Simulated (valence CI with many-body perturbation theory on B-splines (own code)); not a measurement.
Values are calculated unless marked as measured or tabulated.
## Bi¹²⁺: magnetic and hyperfine properties of the levels

Level of theory: configuration interaction combined with many-body perturbation theory (CI+MBPT): three valence electrons over a frozen Dirac-Fock core [Xe] 4f14, radial functions for each j: 9 s, 9 p, 10 d, 8 f, 5 g, 3 h, 1 i, with the one-electron correlation potential Σ1 (screened to all orders), the two-electron term Σ2, the three-electron term Σ3, Breit, model QED; selected single and double excitations, second order for the rest, scaled by the run's own slope (own B-spline code, finite nucleus).

No measured levels were compared; by estimate terms of the open shell hold to 2 to 4 % of their energy, and close levels can change places. The list stops below the first excitations out of the core. Only levels of the ground parity were solved; by the run's estimate the other parity begins above the list, which can be wrong where configurations are misplaced.

A/g_I is the dipole constant over the nuclear g factor μ/I (μ in nuclear magnetons, uniformly magnetised nucleus), B/Q the quadrupole constant per barn. Both hold the static response of the core; the bare values leave it out. Large factors of s and p1/2 electrons are usually good to 5 to 10 %; those of open d and f shells near neutrality can be off by tens of per cent, and small factors of p3/2, d and f electrons come from cancelling terms and can be off by a factor of two or in sign, in half-filled shells by more. B is blank for J = 1/2, where it vanishes, and for nearly pure S terms. Energies count from the lowest level.

Levels are named by their leading jj configuration (3d3/2^4 stands for four electrons in 3d with j = 3/2), which in mixed levels can hold well under half, so a name can repeat and another be missing. Letters in brackets count levels of one name in rising energy.

```
                    Level  E (eV)      g  A/g_I (MHz)  A/g_I bare  B/Q (MHz/b)  B/Q bare
          (5d3/2^3) J=3/2   0.000  0.601         6610        5480        -3220     -2880
(5d3/2^2 5d5/2) J=5/2 [a]   2.986  1.046         2840        3070        -1910     -1750
    (5d3/2^2 5d5/2) J=3/2   4.196  1.283         1340        2440        -1350     -1210
    (5d3/2^2 5d5/2) J=7/2   4.372  1.107         2620        3110          251       128
    (5d3/2^2 5d5/2) J=9/2   4.745  1.093         2880        3370         3230      2730
    (5d3/2^2 5d5/2) J=1/2   4.884  1.956        -5530       -2670                       
(5d3/2^2 5d5/2) J=5/2 [b]   7.470  1.458         -284        1310         4390      3810
(5d3/2 5d5/2^2) J=7/2 [a]   7.662  1.045         2620        2780          590       536
    (5d3/2 5d5/2^2) J=9/2   8.131  1.135         2120        2630         1590      1350
(5d3/2 5d5/2^2) J=3/2 [a]   8.947  1.160         2200        2860        -3840     -3400
    (5d3/2 5d5/2^2) J=1/2   9.323  1.378        -1730        -903                       
   (5d3/2 5d5/2^2) J=11/2   9.732  1.090         2570        2960         8220      7280
(5d3/2 5d5/2^2) J=5/2 [a]  10.212  1.146         1320        1690         5080      4520
(5d3/2 5d5/2^2) J=5/2 [b]  10.731  1.074         2670        2980         -865      -792
(5d3/2 5d5/2^2) J=7/2 [b]  11.209  1.115         2490        3000         1890      1710
          (5d5/2^3) J=9/2  12.581  1.124         1830        2210         1390      1260
          (5d5/2^3) J=3/2  13.006  1.137         2630        3270         2100      1880
(5d3/2 5d5/2^2) J=3/2 [b]  15.602  0.881         4180        3890         3410      3040
          (5d5/2^3) J=5/2  16.718  1.159         1670        2190         1500      1360
       (5d3/2^2 6s) J=3/2  51.972  0.469       -23800      -22000          544       497
       (5d3/2^2 6s) J=5/2  52.552  1.023        33300       30800          397       363
```

(1) Take the isotope of mass number 209, with I = 9/2, μ = 4.092 μN, leaving out the quadrupole term. What is the hyperfine structure of (5d3/2^2 5d5/2) J=7/2?

Results:

(1) From the table A = 2380 MHz. Shifts from the centre of gravity in MHz: F = 1: -45800, F = 2: -41100, F = 3: -33900, F = 4: -24400, F = 5: -12500, F = 6: 1780, F = 7: 18400, F = 8: 37500.
